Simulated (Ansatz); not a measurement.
Total energies of `[SiH3][O][Hf]([Cl])([O][SiH3])[O][SiH3]`.

| atom | x (Å) | y (Å) | z (Å) |
| --- | --- | --- | --- |
| Si1 | 1.971 | 2.597 | -0.764 |
| O2 | 1.264 | 1.337 | 0.010 |
| Hf3 | 0.399 | -0.154 | 0.874 |
| Cl4 | 1.365 | -0.535 | 2.997 |
| O5 | 0.600 | -1.722 | -0.233 |
| Si6 | 0.744 | -3.028 | -1.211 |
| O7 | -1.481 | 0.237 | 1.064 |
| Si8 | -3.081 | 0.573 | 1.174 |
| H9 | 1.853 | 3.822 | 0.067 |
| H10 | 3.406 | 2.297 | -1.000 |
| H11 | 1.295 | 2.821 | -2.068 |
| H12 | -0.584 | -3.371 | -1.781 |
| H13 | 1.688 | -2.720 | -2.316 |
| H14 | 1.258 | -4.181 | -0.429 |
| H15 | -3.809 | -0.113 | 0.075 |
| H16 | -3.601 | 0.100 | 2.481 |
| H17 | -3.290 | 2.040 | 1.060 |

Total charge 0; spin multiplicity 1. Correlated methods include outer-core shells of Hf, which these sets cover unevenly. Hf: def2 effective core potential. The geometry is a stationary point of PBE0-D4/def2-TZVP. It is one conformer, not always the lowest. Basis def2-TZVPP, the Gaussian-basis code of Ansatz.

RPA on PBE orbitals: Hartree–Fock energy of these orbitals -1604.08544 Eh, correlation -2.59010 Eh (frozen core).

```
             functional  energy without D4 (Eh)  D4 term (kJ/mol)
HSE06 (plane-wave form)             -1607.52260             -36.2
                  BHLYP             -1608.15245             -60.8
```

Problem. Give the same for LDA (SPW92), PBE, revPBE, BLYP, r2SCAN, B97M-V, PBE0, B3LYP, r2SCANh, r2SCAN0, CAM-B3LYP, LC-ωPBE, ωB97X-V, ωB97M-V, B2PLYP, PBE-QIDH. (An estimate is asked.)

Solution. Ansatz gave: 
| functional | energy without D4 (Eh) | D4 term (kJ/mol) |
| --- | --- | --- |
| LDA (SPW92) | -1601.58495 | – |
| PBE | -1607.46305 | -43.2 |
| revPBE | -1608.03343 | -106.1 |
| BLYP | -1608.27023 | -88.3 |
| r2SCAN | -1608.15454 | -12.3 |
| B97M-V | -1607.95330 | – |
| PBE0 | -1607.56223 | -38.0 |
| B3LYP | -1608.45800 | -68.8 |
| r2SCANh | -1608.11655 | -13.4 |
| r2SCAN0 | -1608.06217 | -14.7 |
| CAM-B3LYP | -1608.27962 | -39.9 |
| LC-ωPBE | -1607.83744 | – |
| ωB97X-V | -1608.04934 | – |
| ωB97M-V | -1608.10808 | – |
| B2PLYP | -1607.61926 | – |
| PBE-QIDH | -1607.13037 | – |

B3LYP takes the VWN-RPA correlation (the form of Gaussian; ORCA's B3LYP/G). HSE06 is the plane-wave form, built on full-range PBE exchange. The double hybrids freeze the cores in their second-order part.

LC-ωPBE has ω = 0.4 bohr⁻¹.
